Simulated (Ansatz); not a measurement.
```xyz
8

C    -0.633    0.520    0.677
Ti    0.580   -0.477   -0.620
F    -0.448   -1.625   -1.447
F     1.237    0.741   -1.690
F     1.803   -1.246    0.367
H    -1.421    1.027    0.112
H    -1.077   -0.196    1.374
H    -0.040    1.256    1.228
```

Charge 0, multiplicity 1.

(1) List the ωB97M-V/def2-TZVPP orbital energies in eV (Ansatz 0.2.0). (Estimate.)

Answers

(1) The calculation gave: Occupied: -4881.92, -677.78, -677.78, -677.78, -550.60, -459.12, -459.12, -459.07, -281.51, -71.15, -46.83, -46.83, -46.28, -35.44, -35.02, -35.02, -22.28, -16.09, -16.09, -15.82, -15.54, -15.54, -15.07, -14.90, -14.90, -14.52, -14.13, -14.13, -11.23. Lowest empty: -0.09, -0.09, 0.79, 0.89, 1.13, 1.14, 2.64, 3.09.
